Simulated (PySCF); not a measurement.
PySCF job for C3H10Si, SMILES CCC[SiH3], HF/pcSseg-1. Geometry: B3LYP-D3(BJ)/def2-SVP. The values are those of a single conformer.

```python
import numpy as np
from pyscf import gto, scf, dft
from pyscf.prop.nmr import rhf as nmr

mol = gto.M(
    atom='''
    Si    0.07506190    1.78967708   -0.00000000
    C    -0.58715048    0.01815804    0.00000000
    C     0.49708033   -1.06972380    0.00000000
    C    -0.07250892   -2.48866727   -0.00000000
    H    -1.04976857    2.77217457    0.00000000
    H     0.91757798    2.03330528    1.20988193
    H     0.91757797    2.03330528   -1.20988194
    H    -1.24383361   -0.10147484    0.88105902
    H    -1.24383362   -0.10147484   -0.88105901
    H     1.15133450   -0.93764343    0.88029324
    H     1.15133449   -0.93764345   -0.88029325
    H    -0.70141263   -2.66388012   -0.88872483
    H     0.72704392   -3.24686925   -0.00000000
    H    -0.70141262   -2.66388013    0.88872484
    ''',
    basis='pcSseg-1',
    charge=0,
    spin=0,
    max_memory=1600,
    verbose=3,
)
mf = scf.RHF(mol)
mf.conv_tol = 1e-10
mf.max_cycle = 100
mf.kernel()
n = nmr.NMR(mf)
n.verbose = 2
n.max_cycle_cphf = 60
sigma = n.kernel()
print('atom   isotropic/ppm   span/ppm')
for i, s in enumerate(sigma):
    w = np.linalg.eigvalsh((s + s.T) / 2)
    print(f'{mol.atom_symbol(i):2s}{i + 1:3d} {w.mean():14.3f} {w[2] - w[0]:11.3f}')
```

It prints:

```
converged SCF energy = -408.318450545015
atom   isotropic/ppm   span/ppm
Si  1        449.582      74.103
C   2        180.535      24.571
C   3        170.715      15.930
C   4        170.643      32.295
H   5         28.005       8.989
H   6         28.105       8.341
H   7         28.105       8.341
H   8         31.316      10.853
H   9         31.316      10.853
H  10         30.583      11.276
H  11         30.583      11.276
H  12         30.641      10.150
H  13         30.348      12.507
H  14         30.641      10.150
```

The calculation finished and met its thresholds.

Cost: around 30 core-seconds (rough).
